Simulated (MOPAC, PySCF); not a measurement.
H9BSi3, SMILES `B[SiH2][SiH2][SiH3]`, neutral singlet in the gas phase. 

Cartesian coordinates (Å):
SMILES: [SiH3][SiH2][SiH2]B
```xyz
13

B      2.8403    -0.2098    -0.0694
Si     1.1339    -0.2698     0.9346
Si    -0.3777     0.1670    -0.8223
Si    -2.5574     0.2125     0.0232
H      3.2576    -1.1834    -0.6229
H      3.4060     0.8281    -0.2470
H      0.7586    -1.5879     1.5157
H      0.9374     0.7943     1.9571
H     -0.2581    -0.8904    -1.8651
H     -0.0528     1.4764    -1.4544
H     -2.6647     1.2788     1.0545
H     -3.5537     0.4787    -1.0497
H     -2.8695    -1.0974     0.6549
```
Charge 0, spin multiplicity 1.

All levels are single points at this geometry (PBE0-D3(BJ)/def2-TZVP); Pople sets use spherical d functions. Orbital energies aren't observables, and empty levels follow the basis.

| level | HOMO (eV) | LUMO (eV) | gap (eV) | dipole (D) | vertical IE, Delta-SCF (eV) |
|---|---|---|---|---|---|
| TPSSh-D3(BJ)/def2-TZVP in PySCF | -7.10 | -2.79 | 4.31 | 0.10 | 9.24 |
| B3LYP/LANL2DZ in PySCF | -7.61 | -2.43 | 5.18 | 0.04 | – |
| BP86/6-31G* in PySCF | -6.60 | -3.17 | 3.43 | 0.15 | – |
| HF/6-31G* in PySCF | -9.89 | 1.37 | 11.26 | 0.54 | 8.79 |
| AM1 in MOPAC | -10.17 | -1.22 | 8.95 | 0.06 | – |
| PM6 in MOPAC | -8.43 | -1.47 | 6.95 | 0.16 | – |
